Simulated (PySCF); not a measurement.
Compound: C6H6N2 (charge -1 and doublet state).
Atom-mapped SMILES: `[H]/[C-:1]=[C:2]/[c:3]1[cH:4][n:5][n:6]([CH3:7])[cH:8]1` (hydrogens: H9 on C1; H10 on C4; H11, H12, H13 on C7; H14 on C8)

Structure used (GFN2-xTB), in Å, numbered top down from 1:
```
atom  x, y, z in Å
C1     3.350   -1.135    0.403
C2     2.274   -0.574    0.350
C3     1.030    0.016    0.183
C4     0.748    1.160   -0.574
N5    -0.533    1.499   -0.576
N6    -1.184    0.587    0.284
C7    -2.423    0.069   -0.253
C8    -0.212   -0.339    0.787
H9     4.305   -1.526    0.602
H10    1.455    1.751   -1.142
H11   -2.284   -0.635   -1.095
H12   -3.025    0.909   -0.606
H13   -2.964   -0.453    0.542
H14   -0.537   -1.331    1.073
```

Method used: UKS B3LYP, pcH-1 on C H N, non-relativistic, mean-field spin-orbit, GIAO in PySCF 2.14.0. Whether the extra electron is bound in the gas phase wasn't checked; a finite basis holds it in any case. A GFN2-xTB geometry isn't a minimum of the functional, and hyperfine couplings can be far from their values at a DFT geometry, by a factor of two or more for some ions and for spin on atoms past the first row. Stability of the SCF solution: not tested.

(1) Give the principal g shifts and their parts.

(2) Average each term over the three axes. Which is largest in size?

(3) What are the electron Larmor frequencies g μB B/h along the three axes at 340 mT?

(4) At 9.698 GHz, how far is the centre of the isotropic spectrum from where a free electron (g = 2.002319) resonates?

(5) In a frozen sample, at which fields do the three g values resonate at 9.5, 34, 94 and 263 GHz (hyperfine left aside), and which band first spreads them over more than twice a line width of 1.0 mT?

Results:

(1) 
| Δg (ppm) | 1 | 2 | 3 |
| --- | --- | --- | --- |
| relativistic mass correction | -181 | -181 | -181 |
| gauge correction | 3 | 7 | 16 |
| orbital Zeeman/spin–orbit | -17 | 800 | 1312 |
| total | -195 | 625 | 1146 |

So g = 2.00212, 2.00294, 2.00347 and g_iso = 2.00284; the tensor is rhombic: the two nearest values differ by 39 % of g3 − g1. Axes: g2 points within 12° of the C1–H9 bond and g3 points within 13° of the C8–H14 bond.

(2) The orbital-Zeeman/spin–orbit term 698, the mass correction -181 and the gauge correction 9 ppm, for a total of 525 ppm. The orbital-Zeeman/spin–orbit term is the largest in size. The mass correction is the same along every axis, so the anisotropy comes from the other two: their spans along these axes are 13 (gauge) and 1329 ppm (orbital Zeeman/spin–orbit).

(3) 9.5276, 9.5315, 9.5339 GHz for g1, g2 and g3, a range of 6.4 MHz.

(4) B = hν/(g μB) with μB/h = 13.99624 MHz/mT gives 346.05 mT for the free electron and 345.96 mT at g_iso, 0.09 mT lower.

(5) 
```tsv
band	GHz	B(g3) mT	B(g2) mT	B(g1) mT	spread mT
X	9.5	338.79	338.88	339.02	0.23
Q	34.0	1212.51	1212.83	1213.32	0.81
W	94.0	3352.23	3353.11	3354.48	2.25
J	263.0	9379.13	9381.56	9385.41	6.28
```

The spread grows in proportion to the frequency. W band is the first where it exceeds 2.0 mT.

The Mulliken spin populations are largest on C8 (+0.57), C1 (+0.14), N5 (+0.12) and N6 (+0.11). The angles at C8 add up to 352.1°, so it is slightly pyramidal.

The HOMO–LUMO gaps are 2.53 eV among the α and 5.24 eV among the β orbitals.

The SMILES draws the unpaired electron on C2; the largest computed Mulliken spin population is on C8 (0.57 against 0.01).
